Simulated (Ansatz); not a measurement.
Consider the ligand exchange at a W–O bond: `[O]=[W]([OH])([OH])([OH])[OH]` + H–F → `[O]=[W]([OH])([OH])([OH])[F]` + H₂O.

Isolated molecules relaxed with PBE0-D4/def2-TZVP in Ansatz; ΔE leaves out vibrations. CBS: MP2 limit from def2 TZ/QZ plus the TZ coupled-cluster correction, frozen cores. This one scheme is used for every species. def2 core potentials past Kr. For W outer-core shells are correlated without core-valence functions, which leaves a few kJ/mol of doubt a bond. Each species was taken in one conformer, which may not be the lowest.

| species | CCSD(T)/CBS(def2) energy (Eh) |
| --- | --- |
| `[O]=[W]([OH])([OH])([OH])[OH]` | -445.43279 |
| H–F | -100.39570 |
| `[O]=[W]([OH])([OH])([OH])[F]` | -469.46456 |
| H₂O | -76.37941 |

(1) Work out ΔE.

Largest T1 diagnostic among the species: 0.021, so the coupled-cluster value is less sure than usual.

Answers

(1) ΔE = (-469.46456) + (-76.37941) − (-445.43279) − (-100.39570) = -0.01548 Eh = -40.6 kJ/mol.

In def2-TZVPP, CCSD(T) changes the Hartree–Fock value by +14.3 kJ/mol (the triples alone add +2.2 kJ/mol) and MP2 by +17.6 kJ/mol. The D4 term adds +3.9 kJ/mol with B3LYP and +2.1 kJ/mol with PBE0; it sums over pairs of atoms, weighted by their polarisabilities, and B3LYP, whose exchange is more repulsive, gets the larger term. Leaving LDA and LC-ωPBE aside and taking each functional with its dispersion term where it has one, the values, not all of them listed here, spread over 8.7 kJ/mol, from B97M-V to PBE-QIDH. LDA lies +5.9 kJ/mol from PBE without D4.

B3LYP here is the variant with VWN-RPA as its local correlation; programs differ in this.
